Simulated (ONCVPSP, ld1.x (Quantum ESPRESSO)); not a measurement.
# Potentials for Os (Z = 76) compared

Generated with ld1.x 7.5 (TM, RRKJ, ultrasoft, PAW), atompaw 4.2 or ONCVPSP 4.0.1. The cutoff is in Ry: for ld1.x and atompaw files where the sum of valence levels is converged to 10 mRy in a Bessel basis, for ONCV files where the hardest occupied wave has 1 mHa per electron of residual kinetic energy. The error is the largest all-electron minus pseudo excitation energy over each file’s own four to seven test configurations (ionisations up to +4, promotions, holes and added fractions of an electron), all of which were solved. The labels leave out finer settings (local radius, basis sizes, second energies), which also bear on the numbers. Spin-polarised tests are not counted. The rows are a selection from randomly drawn settings: files with unsolved tests, undetermined cutoffs or missed reference levels are left out.

A true bound ghost makes a file unfit for plane-wave use even where its test errors are small: the radial tests pick states by their node count and pass the ghost by.

| potential | cutoff (Ry) | largest error (meV) | bound ghosts |
| --- | --- | --- | --- |
| ONCV, Wu-Cohen, scalar-relativistic, rc 1.85/1.80/1.80 (spd), local d, core correction yes, reference 5s2 5p6 5d6 6s1, qcut 5/9.1/8.5, projectors 2/2/0 | 41 | -22 | none |
| ONCV, PBE, fully relativistic, rc 1.40/1.50/2.05 (spd), local smoothed, core correction yes, reference 5s2 5p6 5d6 6s2, qcut 6.6/10.4/7.9, projectors 2/2/2 | 66 | -3.3 | none |
| TM, PBE, scalar-relativistic, rc 1.55/1.25/1.60 (spd), local p, core correction yes, reference 5s2 5p6 5d6 6s0 6p0 | 110 | +1885 | none |

**Question.** Fill in the row for Os: ONCV, PBEsol, fully relativistic, rc 2.35/2.40/1.70/0.60 (spdf), local smoothed, core correction yes, reference 4f13 5d7 6s2, qcut 2.6/2.9/6.7/32.3, projectors 2/2/2/2.

**Answer.** cutoff 796 Ry, largest error -1638 meV, bound ghosts: s, p3/2, p1/2.

**Question.** Fill in the row for Os: ONCV, revPBE, scalar-relativistic, rc 1.40/1.10/2.25 (spd), local smoothed, core correction yes, reference 5s2 5p6 5d6.5 6s1.5, qcut 6.8/7.4/7.3, projectors 2/2/3.

**Answer.** cutoff 165 Ry, largest error -25 meV, bound ghosts: s.

**Question.** Fill in the row for Os: ONCV, PBE, scalar-relativistic, rc 1.85/1.90/1.95 (spd), local smoothed, core correction yes, reference 5s2 5p6 5d6 6s1, qcut 5.8/8/9.8, projectors 3/2/1.

**Answer.** cutoff 36 Ry, largest error -259 meV, bound ghosts: none.
